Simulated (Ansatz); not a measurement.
Input file for Ansatz (a quantum-chemistry and plane-wave program): U-CCSD(T)/aug-cc-pVTZ on BeH2O (SMILES [BeH][OH]), a point of a bond scan (R = 0.762 Å).

Ansatz 0.2 input:
```yaml
crystal:
  periodic: [false, false, false]
  atoms:
    - {symbol: Be, position_ang: [-0.78408142, -0.35296304, 0.02982263]}
    - {symbol: H, position_ang: [-1.99529587, -0.89492562, 0.07984893]}
    - {symbol: O, position_ang: [0.51114037, 0.18521819, -0.07360318]}
    - {symbol: H, position_ang: [0.93622694, 0.69706943, 0.29702817]}
basis:
  gaussian:
    orbitals: aug-cc-pVTZ
correlation: {method: ccsd_t, electrons: outside_noble_gas}
scf: {omitted_lower_state_checks: [cluster_reference]}
magnetization: {spin_polarized: true, initial_magnetization: 0}
```

Program output:

```
WARN ansatz: RAYON_NUM_THREADS=1 ignored (pool sized by the plan → 1); use --threads N
Functional definition: HF
these checks for a lower state are left out or cut short: cluster_reference
integrals: 0.45 GiB planned
806 factors; integrals over basis functions are off by at most 9.7e-4 eV
mean field: 0.31 GiB planned
mean field evaluation 1: about -2464.7407 eV, gradient 3.1e1 eV
mean field evaluation 2: about -2464.7408 eV, gradient 3.1e1 eV
mean field evaluation 4: about -2468.0824 eV, gradient 1.4e0 eV
mean field evaluation 8: about -2468.1037 eV, gradient 5.2e-4 eV
mean field -2468.10366967 eV, -90.7011369197 hartree, gradient 8.7e-7 eV, S^2 0.000000; 0 other end points of the search recorded, 0 dependent functions left out
2 core orbitals not correlated
reference -2468.10366967 eV, -90.7011369197 hartree; 5, 5 occupied and 131, 131 virtual orbitals, 806 factors
second order -8.10242795 eV of doubles, -0.00000000 eV of singles
coupled cluster: 1.12 GiB planned
cycle   1  -8.16623831 eV  change   -6.4e-2 eV  update   5.9e-2
cycle   2  -8.33763921 eV  change   -1.7e-1 eV  update   1.8e-2
cycle   3  -8.38607782 eV  change   -4.8e-2 eV  update   9.5e-3
cycle   4  -8.38102573 eV  change    5.1e-3 eV  update   2.1e-3
cycle   5  -8.38025498 eV  change    7.7e-4 eV  update   9.5e-4
cycle   6  -8.38050280 eV  change   -2.5e-4 eV  update   2.3e-4
cycle   7  -8.38046787 eV  change    3.5e-5 eV  update   7.8e-5
cycle   8  -8.38045800 eV  change    9.9e-6 eV  update   2.0e-5
cycle   9  -8.38046066 eV  change   -2.7e-6 eV  update   7.1e-6
perturbative correction -0.25571641 eV, -0.0093974046 hartree
Total energy: -2476.73984674 eV, -91.0185105732 hartree
Checks for a lower state left out: cluster_reference
```

The calculation finished and met its thresholds.

Cost: about 21 core-seconds (a rough figure).
